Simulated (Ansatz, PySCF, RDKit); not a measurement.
Complex: H2O (SMILES O) (first 3 atoms) with CH2O2 (SMILES O=CO); geometry from B3LYP-D3(BJ)/def2-TZVP, rigid monomers moved along the line of their centres of mass till O1···H8 is 1.99 Å.
(charge 0, multiplicity 1):
```xyz
8

O      0.68715     0.14478     0.20756
H      0.35834    -0.31763    -0.57006
H     -0.07471     0.59904     0.61144
O     -0.97647     0.67497     2.68740
C     -0.32281    -0.05980     3.39217
O      0.71619    -0.78426     3.00656
H     -0.52971    -0.20792     4.45939
H      0.87146    -0.62471     2.03858
```

Counterpoise-corrected where a basis set is named; no monomer relaxation. RDKit's UFF carries no charges.

The values were computed with Ansatz (a first-principles code) with Gaussian orbitals; PySCF for the dispersion terms; RDKit for the force fields. 

**Question.** What is the computed interaction energy (HF/aug-cc-pVDZ)?

**Answer.** -8.0 kcal/mol

**Question.** What interaction energy does B3LYP-D3(BJ)/def2-TZVPPD give?

**Answer.** -10.3 kcal/mol

**Question.** Predict the interaction energy from UFF.

**Answer.** 15.7 kcal/mol
